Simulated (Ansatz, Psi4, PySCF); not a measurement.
Species: C4H9O (charge 0, doublet). SMILES: CC(CO)[CH2]
Structure (B3LYP-D3(BJ)/def2-TZVP (Ansatz, an electronic-structure program) minimum search):
```xyz
14

C     -1.6272    -0.8747    -0.4395
C     -0.5735     0.0080     0.1269
C     -0.5365     1.3809    -0.5484
C      0.7890    -0.6817     0.0801
O      1.7196     0.1020     0.8221
H     -1.6222    -1.9399    -0.2472
H     -2.4831    -0.4570    -0.9512
H     -0.7846     0.1682     1.1982
H     -0.3195     1.2771    -1.6145
H      0.2322     2.0090    -0.1007
H     -1.4985     1.8866    -0.4483
H      0.7036    -1.6874     0.5096
H      1.1085    -0.7842    -0.9648
H      2.5958    -0.2835     0.7276
```
Charge 0, spin multiplicity 2.

Property: size of the dipole moment, in D. Conventions: 6-31G* and kin with 6d, 5d where marked; open shells spin-unrestricted; 6-311+G** with 5d; spin-orbit terms left out; no dispersion term unless named; non-relativistic. Ab initio and DFT rows: single points at B3LYP-D3(BJ) geometries (Ansatz).

```
level               program  size of the dipole moment (D)
------------------  -------  -----------------------------
PBE/6-31G*           Ansatz                           1.29
PBE/6-311+G**        Ansatz                           1.31
BLYP/6-31G*          Ansatz                           1.28
BP86/def2-SVP         PySCF                           1.29
B3LYP/6-31G*         Ansatz                           1.35
B3LYP/def2-SVP       Ansatz                           1.34
M06-2X/6-31G* (5d)    PySCF                           1.42
M06-2X/6-311+G**      PySCF                           1.42
wB97X-D/6-31G*         Psi4                           1.41
wB97X-D/6-311+G**      Psi4                           1.42
```

No value to compare with is used here. The 10 habitual levels span 1.28 (BLYP/6-31G*) to 1.42 D (wB97X-D/6-311+G**).

The levels are drawn from those run, B3LYP/6-31G* more often than the rest, none by its result; left out are runs that failed, that the program found above a lower state of the same kind, or whose <S^2> lies over 0.5 above the pure value.
